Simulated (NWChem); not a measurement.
Species: SiHBr, singlet; SMILES [SiH]Br

Program: NWChem. Low-valent species are run as closed-shell singlets; no triplet was tried in these runs. Structure relaxed at the PBE-D3(BJ)/def2-SVP level. Level M06-2X/def2-SVP: energy and gradient on several grids; changes count from the extra-fine grid, which is no exact limit either.

| grid | size of the energy change (μHa) | largest change of a gradient component (μHa/bohr) |
|---|---|---|
| xcoarse | 200 | 2000 |
| coarse | < 10 | 800 |
| medium | < 10 | 200 |
| fine | < 10 | < 30 |
| xfine | < 10 | < 30 |
